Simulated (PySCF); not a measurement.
CBr3, SMILES [C](Br)(Br)Br, multiplicity 2. Atoms are numbered in the order given.

```xyz
4

Br    -1.6099    -0.9295    -0.0165
C      0.0000     0.0000     0.2885
Br     1.6099    -0.9295    -0.0165
Br     0.0000     1.8589    -0.0165
```
Charge 0, spin multiplicity 2.

Geometry: PBE-D3(BJ)/def2-SVP. The isomer is the one that the SMILES or the coordinates give; other isomers of the formula were not compared.

Level of theory: PBE-D3(BJ)/def2-SVP (PySCF).

Frequencies are harmonic and unscaled.

Modes within 1.5 cm⁻¹ of each other (mostly degenerate sets) share a row, with their intensities summed.

Computed normal modes with their intensities:
| mode | ν (cm⁻¹) | IR (km/mol) | moving atoms (share of kinetic energy) |
|---|---|---|---|
| 1–2 | 156 | 0.0 | Br 97 % |
| 3 | 230 | 2.0 | C 51 %, Br 49 % |
| 4 | 303 | 1.6 | Br 55 %, C 45 % |
| 5–6 | 749 | 293.2 | C 92 % |
